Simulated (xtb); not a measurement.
xtb input:

```bash
xtb mol.xyz --gfn 1 --sp --chrg 0 --uhf 0
```
mol.xyz:
```
20

Si    -0.00904443    -0.00250674    -0.10409137
C     -0.17012144    -0.04715059    -1.95790999
O     -1.28577826    -0.72757959     0.61361125
C     -2.62445255    -0.26582540     0.57124584
O      0.06520756     1.53615009     0.44170965
C      1.11462267     2.45145253     0.18092241
O      1.34581204    -0.77385882     0.38606868
C      1.59691676    -2.16149027     0.25010558
H     -1.09095799     0.43988524    -2.28579137
H     -0.18781219    -1.07453681    -2.32779462
H      0.66597152     0.46480927    -2.43904998
H     -3.00953097    -0.25004925    -0.45351366
H     -3.23774774    -0.94796155     1.15997053
H     -2.70658877     0.73850281     0.99416049
H      2.07004574     2.06759288     0.54711473
H      0.88778007     3.38422255     0.69717816
H      1.20529447     2.66100055    -0.88984113
H      1.61780238    -2.46262308    -0.80229602
H      2.57125246    -2.37493006     0.68959492
H      0.83738963    -2.75042936     0.77024748
```

Q: What final total energy does it print?

A: -31.06961 Eh (GFN1-xTB).
